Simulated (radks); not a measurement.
Spherical quantum dot in the effective-mass picture: electrons in a parabolic well V = omega^2 r^2 / 2 with omega = 0.281, with a point charge +1 (a donor) at the centre, all in effective atomic units (hartree* = m*/eps^2 hartree, bohr* = eps/m* bohr), one dielectric constant everywhere. Calculated with a radial shooting solver with Libxc functionals: non-relativistic Kohn-Sham, PBE, spin-polarised, spherical densities. Levels are named by radial order and angular momentum (1s, 1p, 1d, 2s, ...), and open shells are averaged over m. Each electron was tried in the lowest free levels, single moves between levels near the top were tried too, and the lowest total energy was kept; such a search can miss a lower state. At N = 1 the Hartree and exchange-correlation terms need not cancel, so that row can carry a self-interaction error.

N	open shells	2S	E (hartree*)	mu = E(N) - E(N-1) (hartree*)	addition energy mu(N+1) - mu(N) (hartree*)	e(HOMO) (hartree*)	rms radius (bohr*)
1	1s(up 1, down 0)	1	-0.401652	-0.40165	0.6236	-0.14093	1.450
2	none	0	-0.179726	0.22193	0.7516	0.41353	1.763
3	1p(up 1, down 0)	1	0.793787	0.97351	0.2398	1.0914	2.352
4	1p(up 2, down 0)	2	2.00706	1.2133	0.2420	1.3351	2.681
5	1p(up 3, down 0)	3	3.46235	1.4553	0.3043	1.5742	2.922
6	1p(up 3, down 1)	2	5.22190	1.7596	0.2037	1.8602	3.136
7	1p(up 3, down 2)	1	7.18512	1.9632	0.2061	2.0665	3.314
8	none	0	9.35441	2.1693	0.2728	2.2715	3.472
9	2s(up 1, down 0)	1	11.7965	2.4421	0.2238	2.5374	3.646
10	none	0	14.4624	2.6659	0.2427	2.7611	3.801
11	1d(up 1, down 0)	1	17.3710	2.9086	0.1752	2.9965	3.944
12	1d(up 2, down 0)	2	20.4548	3.0838	0.1731	3.1707	4.073
13	1d(up 3, down 0)	3	23.7116	3.2569	0.1706	3.3426	4.192
14	1d(up 4, down 0)	4	27.1391	3.4275	0.1681	3.5119	4.302
15	1d(up 5, down 0)	5	30.7346	3.5956	0.2052	3.6787	4.405
16	1d(up 5, down 1)	4	34.5354	3.8008	0.1577	3.8798	4.506
17	1d(up 5, down 2)	3	38.4940	3.9585	0.1566	4.0371	4.601
18	1d(up 5, down 3)	2	42.6091	4.1151	0.1551	4.1930	4.691
19	1d(up 5, down 4)	1	46.8794	4.2703	0.1535	4.3473	4.777
20	none	0	51.3031	4.4237	0.2741	4.4999	4.860
21	1f(up 1, down 0)	1	56.0010	4.6979	0.1441	4.7701	4.949
22	1f(up 2, down 0)	2	60.8431	4.8420	0.1430	4.9137	5.033
23	1f(up 3, down 0)	3	65.8281	4.9850	0.1418	5.0561	5.114
24	1f(up 4, down 0)	4	70.9549	5.1268	0.1406	5.1973	5.192
25	1f(up 5, down 0)	5	76.2223	5.2674	-	5.3372	5.266

All shells are closed at N = 2, 8, 10, 20 (there: 1s2 1p6 1d10 2s2); the second difference of the energy has clear peaks (12 % above both neighbours; the first and last values, which can be the largest, are not judged, and half-filled shells can peak too) at N = 2, 5, 8, 15, 20.
